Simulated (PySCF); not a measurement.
## Working with the constants of VI

PBE0 constants of VI, ⁵Δ (quintet), unpaired electrons σ ↑, π ↑↑, δ ↑ (basis V def2-TZVPP, I def2-TZVPP with ECP28; scalar-relativistic core potentials; PySCF 2.14; masses 50.9440 and 126.9045 u):

| Item | Value |
| --- | --- |
| ωe | 251.8 cm⁻¹ |
| ωexe | 0.666 cm⁻¹ |
| Be | 0.069572 cm⁻¹ |
| αe | 0.000258 cm⁻¹ |

Task: What force constant and bond length do these constants imply?

Result: Reduced mass μred = 36.351 u; k = 5.8918×10⁻⁷·μred·ωe² (u, cm⁻¹, mdyn/Å) = 1.36 mdyn/Å; Re = √(16.8576/(μred·Be)) (u, cm⁻¹, Å) = 2.582 Å.

Task: Estimate the centrifugal constant D from the Kratzer relation and find the Dunham coefficient a1.

Result: D = 4Be³/ωe² = 2.12e-08 cm⁻¹; a1 = −1 − αeωe/(6Be²) = -3.24.

De is left out where the level can put another filling of the metal’s s and d shells below the measured ground configuration, by anything from nothing to about 1 eV. Spin–orbit coupling is left out, which matters for elements this heavy, above all for dissociation energies. With d or f electrons several states lie close, and the lowest PBE0 determinant need not be the measured ground state.
